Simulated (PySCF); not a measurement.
ORD: `C(=CC)=C(F)C(F)(F)F`, C5H4F4

Geometry:
```csv
atom,x (Å),y (Å),z (Å)
C1,2.298,-0.365,0.498
C2,1.293,-0.164,-0.591
C3,0.093,0.334,-0.437
C4,-1.117,0.801,-0.272
F5,-1.435,2.096,-0.359
C6,-2.321,-0.046,0.038
F7,-1.996,-1.332,0.102
F8,-3.260,0.104,-0.897
F9,-2.864,0.307,1.204
H10,3.220,0.195,0.274
H11,1.914,-0.039,1.473
H12,2.577,-1.429,0.564
H13,1.591,-0.463,-1.607
```

Method used: PySCF, TDDFT CAM-B3LYP/aug-cc-pVDZ circular dichroism and optical rotation, one conformer, gas phase. Geometry: PBE0-D3(BJ)/def2-SVP.

No stereocentre is labelled: unless the shape is locked (an allene, a helicene, a hindered biaryl), the mirror image is equally populated and a measured rotation or CD is zero.

**Question.** What is the specific rotation at 633, 589.3, 546, 436, 405, 365, 355 nm?

**Answer.** [α] in deg dm⁻¹ (g/mL)⁻¹:
| λ (nm) | origin-invariant length gauge | modified velocity gauge | length gauge (centre of mass) | isotropic polarisability (au) |
| --- | --- | --- | --- | --- |
| 633 | -37.9 | -35.5 | -37.6 | 70.8 |
| 589.3 | -44.6 | -41.8 | -44.2 | 71.1 |
| 546 | -53.4 | -50.0 | -52.9 | 71.5 |
| 436 | -93.5 | -87.7 | -92.8 | 73.3 |
| 405 | -114.4 | -107.2 | -113.5 | 74.1 |
| 365 | -155.3 | -145.6 | -154.2 | 75.5 |
| 355 | -169.6 | -158.9 | -168.4 | 76.0 |

**Question.** And for the mirror image at 589.3 nm?

**Answer.** +44.6 deg dm⁻¹ (g/mL)⁻¹ (origin-invariant length gauge): the same size and the opposite sign.

**Question.** What is the molar rotation [Φ] = [α]·M/100 of the geometry above at 589.3 nm?

**Answer.** With M = 140.08 g/mol, -62.5 deg cm² dmol⁻¹ (origin-invariant length gauge).

The first excitation lies at 5.33 eV (233 nm) with R = -2.1 × 10⁻⁴⁰ esu² cm² (velocity form).
